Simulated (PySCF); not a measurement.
B(CCH)(Cl)(OMe) (C3H4BClO), SMILES C#CB(Cl)OC. Heavy atoms are numbered as in [B:1]([C:2]#[CH:3])([Cl:5])[O:6][CH3:7]. Hydrogens are named by the atom that carries them.

Coordinates come from a PBE0-D3(BJ)/def2-SVP optimisation. The structure was generated by enumeration, and PubChem lists no compound with its InChIKey, so it may never have been made. Other conformers were not sampled.

All values below come from PBE/pcSseg-1 (PySCF).

GIAO shieldings, no solvent; atoms alike by connectivity are averaged. δ = σ(ref) − σ: ¹¹B against BF3 (σ = 83.9 ppm); ¹³C against TMS (σ = 182.0 ppm); ¹H against TMS (σ = 31.49 ppm); ³⁵Cl against HCl (σ = 936.5 ppm); ¹⁷O against H2O (σ = 334.3 ppm), references at their B3LYP-D3(BJ)/def2-TZVP geometries, non-relativistic (without spin–orbit terms, shifts of atoms bonded to Cl or Br come out too high).

```tsv
nucleus	atoms	count	δ (ppm)
¹¹B	B1	1	12.4
¹³C	C3 (CH)	1	98.5
¹³C	C2	1	89.9
¹³C	C7 (CH3)	1	58.3
¹H	H on C7	3	4.34
¹H	H on C3	1	2.84
³⁵Cl	Cl5	1	172.1
¹⁷O	O6	1	188.2
```
